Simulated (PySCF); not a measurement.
From one molecule to another.

First species: C₇H₁₁OP.
InChI=1S/C7H11OP/c1-4-6-9(5-2)7(3)8/h5H2,1-3H3

Second species: C7H13NSi.
InChI=1S/C7H13NSi/c1-2-3-9-5-7(4-8)6-9/h7,9H,2-3,5-6H2,1H3/t7-,9+

Levels: PBE0/pcSseg-1 for dipole moment, HOMO energy, LUMO energy and HOMO–LUMO gap; GFN2-xTB for rotational constant A and rotational constant C. Geometries: GFN2-xTB. All species are isolated and taken at one optimised geometry, non-relativistic unless stated. Electronic properties by PySCF.

The conformers computed, where there is a choice (atom-mapped SMILES and torsion angles):
- `[CH3:1][C:2]#[C:3][P:4]([CH2:5][CH3:6])[C:7]([CH3:8])=[O:9]`: C3–P4–C5–C6 -71°, C3–P4–C7–C8 48°
- `[CH3:1][CH2:2][CH2:3][Si@H:4]1[CH2:5][C@@H:6]([C:7]#[N:8])[CH2:9]1`: C1–C2–C3–Si4 -178°, C2–C3–Si4–C5 -168°

| property | column X | column Y |
| --- | --- | --- |
| dipole moment | 4.62 D | 3.32 D |
| HOMO energy | -8.20 eV | -6.42 eV |
| LUMO energy | 0.11 eV | -0.72 eV |
| HOMO–LUMO gap | 8.31 eV | 5.70 eV |
| rotational constant A | 3.089 GHz | 1.484 GHz |
| rotational constant C | 0.547 GHz | 0.681 GHz |

Task: Which column belongs to which species?

Result: Column X is the second species and column Y the first. The first has 20 atoms and 76 electrons, the second 22 and 76.

Task: How does each property change from the first species to the second?

Result: dipole moment +1.30 D; HOMO energy -1.78 eV; LUMO energy +0.83 eV; HOMO–LUMO gap +2.61 eV; rotational constant A +1.605 GHz; rotational constant C -0.134 GHz.

On the first: The dipole equals about 11.1 × 10⁻³⁰ C·m (1 D = 3.33564 × 10⁻³⁰ C·m). GFN2-xTB frequencies show an imaginary mode (21i cm⁻¹), so this geometry is no minimum at that level.

On the second: In atomic units the dipole is 1.82 e·bohr (1 au = 2.5417 D).
